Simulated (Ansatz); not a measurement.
Isomers of B₈H₁₃⁻ (singlet), relaxed with r2SCAN-D4/def2-SVPD; total energies from Ansatz at ωB97X-V/def2-TZVPD.

```json
{"isomer": "A", "description": "point group not assigned; 13 × B–B 1.67 to 1.80 Å; 16 × B–H 1.20 to 1.35 Å", "energy (Eh)": "-206.71845"}
{"isomer": "B", "description": "point group not assigned; 14 × B–B 1.68 to 1.85 Å; 14 × B–H 1.20 to 1.34 Å", "energy (Eh)": "-206.72083"}
{"isomer": "C", "description": "point group Cs; 14 × B–B 1.70 to 1.99 Å; 13 × B–H 1.20 to 1.27 Å", "energy (Eh)": "-206.66759"}
{"isomer": "D", "description": "point group Cs; 13 × B–B 1.66 to 1.89 Å; 15 × B–H 1.20 to 1.36 Å", "energy (Eh)": "-206.70539"}
{"isomer": "E", "description": "point group not assigned; 13 × B–B 1.64 to 1.98 Å; 15 × B–H 1.20 to 1.37 Å", "energy (Eh)": "-206.66386"}
```

The isomers come from a short search, and lower ones may exist.

Work out the relative energies (1 Eh = 2625.5 kJ/mol) and the Boltzmann populations at 500 K from electronic energies alone (R = 8.314 J/mol/K).

ΔE: A 6.2, B 0.0, C 139.8, D 40.5, E 149.6 kJ/mol. RT = 4.16 kJ/mol. Factors exp(−ΔE/RT): A 0.225, B 1, C 2.54e-15, D 5.91e-05, E 2.41e-16; sum 1.225. Populations: A 18.4 %, B 81.6 %, C 0.0 %, D 0.0 %, E 0.0 %. Zero-point energy, vibrational entropy and symmetry numbers are left out and can shift these; an error of 4 kJ/mol changes a ratio by a factor of 2.6. Over the other density-functional and correlated levels in def2 sets, the gap between B and A ranges from 1 to 21 kJ/mol.
